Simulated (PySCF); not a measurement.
## Correlation energy of Kr³⁺ (krypton, charge +3)

[Ar] 3d10 4s2 4p3, high-spin 4S determinant. Calculation: PySCF 2.14, in cc-pVDZ-DK; the spin-free X2C one-electron Hamiltonian (Gaussian nucleus). Frozen: [Ar] 3d10; 5 electrons correlated.

MP2 pair energies summed by pair of shells (mhartree):

```json
{"pair": "4s-4p", "energy": "-39.32", "share (%)": "67.2"}
{"pair": "4p-4p", "energy": "-13.95", "share (%)": "23.8"}
{"pair": "4s-4s", "energy": "-5.25", "share (%)": "9.0"}
```

Total MP2 correlation energy: -58.52 mhartree.

Same-spin part -15.03 and opposite-spin part -43.49 mhartree; SCS-MP2 scales them by 1/3 and 6/5 to -57.20 mhartree.

| level | correlation energy (mhartree) |
| --- | --- |
| CCSD | -73.12 |
| (T) | -0.50 |
| CCSD(T) | -73.62 |

Diagnostics: T1 = 0.00093, D1 = 0.0016, largest double amplitude 0.056.

Task: Is a single reference adequate?

Result: Yes, within this model without spin-orbit coupling: T1 lies below 0.03 and no double amplitude reaches 0.07.
